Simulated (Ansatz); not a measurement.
`[Cl][Zn][Cl]` + silanol → `[SiH3][O][Zn][Cl]` + HCl at 298.15 K and 1 bar (ligand exchange at a Zn–Cl bond).

Program: Ansatz. Geometries: PBE0-D4/def2-TZVP. ΔE: electronic, gas phase. CCSD(T)/CBS adds triple-zeta CCSD(T) − MP2 to the extrapolated MP2 energy (def2 sets, frozen cores). This one scheme is used for every species. For Zn outer-core shells are correlated without core-valence functions, which leaves a few kJ/mol of doubt a bond. Scalar relativity is left out up to krypton. One conformer a species, not always the lowest.

| species | CCSD(T)/CBS energy (Eh) | H − E (kJ/mol) | S (J/(mol·K)) |
| --- | --- | --- | --- |
| `[Cl][Zn][Cl]` | -2698.04832 | 20.4 | 276.7 |
| `O[SiH3]` | -366.69042 | 113.6 | 257.8 |
| `[SiH3][O][Zn][Cl]` | -2604.33020 | 99.8 | 363.3 |
| HCl | -460.38127 | 26.6 | 186.8 |

H − E and S are ideal-gas, rigid-rotor, harmonic terms from PBE0-D4/def2-TZVP, for one conformer and one mirror image of each species. 1 Eh = 2625.50 kJ/mol, R = 8.31446 J/(mol·K).

**Question.** By hand: ΔE, ΔH, ΔS and ΔG.

**Answer.** ΔE = (-2604.33020) + (-460.38127) − (-2698.04832) − (-366.69042) = 0.02727 Eh = 71.6 kJ/mol. Δ(H − E) = 99.8 + 26.6 − 20.4 − 113.6 = -7.6, so ΔH = 64.0 kJ/mol. ΔS = 363.3 + 186.8 − 276.7 − 257.8 = 15.6 J/(mol·K). ΔG = 64.0 − 298.15 × (15.6)/1000 = 59.3 kJ/mol.

**Question.** By hand: the equilibrium constant, and the temperature at which ΔG would vanish if ΔH and ΔS stayed fixed.

**Answer.** log₁₀ K = −ΔG/(RT ln 10) = -10.4. ΔG = 0 at ΔH/ΔS = 4103 K, far beyond where these terms or the molecules hold.

ΔH outweighs TΔS. A doubt of 5 kJ/mol in ΔE shifts log₁₀ K by 0.9 here. Other conformers and mirror images would add mixing entropy, several J/(mol·K) or more a flexible species. Modes under 60 cm⁻¹, often nearly free rotors, make the harmonic entropy too high. These are equilibria of isolated gas molecules and say nothing of rates. Largest T1 diagnostic: 0.015 (customary marks: 0.02 for closed shells, 0.045 for open ones).
